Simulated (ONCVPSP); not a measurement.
**Si: one change to an ONCV potential, before and after**

ONCVPSP 4.0.1 input, shortened (lines: element, Z, core and valence counts, functional; n l f; lmax; l rc ep ncon nbas qcut; lloc lpopt rc5 dvloc0; l nproj debl; icmod fcfact rcfact), PBE, fully relativistic:

```
  Si 14.00    3    2        4      upf
    1    0    2.00
    2    0    2.00
    2    1    6.00
    3    0    2.00
    3    1    2.00
    1
    0    1.50    0.00    3    6    3.40
    1    2.45    0.00    4    8    4.00
    0    5    1.50    0.00
    0    0    0.50
    1    1    2.30
    1    0.15    0.00
```

Open shells are filled in proportion to 2j + 1.

All-electron outer shells of the reference configuration (PBE, scalar-relativistic, ld1.x):

```csv
shell,level (eV),outermost node (bohr),outermost maximum (bohr)
2s,-139.50,0.15,0.45
2p,-95.56,–,0.39
3s,-10.81,0.72,1.80
3p,-4.08,0.72,2.17
```

Change: s: qcut 2.6; p: qcut 3.1.

Cutoffs: the cutoffs (Ha) at which the residual kinetic energy of the hardest occupied pseudo-wave falls to 1 and 0.1 mHa per electron; they do not see the model core or the augmentation charge, which bear on the density cutoff. Errors are all-electron minus pseudo energies relative to the spin-unpolarised reference configuration.

Q: Predict the effect on cutoff, ghosts and configuration errors.

A: The potential gets harder (13 Ha and 33 Ha → 29 Ha and 40 Ha); of the 4 tests that both files solve, the error grows in 1 and shrinks in 0 by more than 15 % and 0.3 meV (median size 7.1 → 8.1 meV); neither file shows a bound ghost.

```csv
quantity,base,changed
"cutoff, loose",13 Ha,29 Ha
"cutoff, tight",33 Ha,40 Ha
loose cutoff by channel,"s 13 Ha, p 3.1 Ha","s 29 Ha, p 3.1 Ha"
bound ghosts,none,none
GHOST(+) flags under 300 eV,none,none
"error for 3s2 3p1, meV [ΔE 7.74 eV]",+2.5,+2.9
"error for 3s2 3p0, meV [ΔE 23.73 eV]",+12,+13
"error for 3s1 3p0, meV [ΔE 57.70 eV]",+80,+82
"error for 3s2 3p1.5, meV [ΔE 2.92 eV]",+0.5,+0.6
s: phases at 1.52 bohr within 0.05 rad from the reference energy up to (Ha; the scan ends near 5),2.2,1.5
p3/2: phases at 2.49 bohr within 0.05 rad from the reference energy up to (Ha; the scan ends near 5),1.1,1.0
p1/2: phases at 2.49 bohr within 0.05 rad from the reference energy up to (Ha; the scan ends near 5),1.1,1.0
"rms error of d²Exc/dni dnj with the model core, mHa",3.63,3.56
```
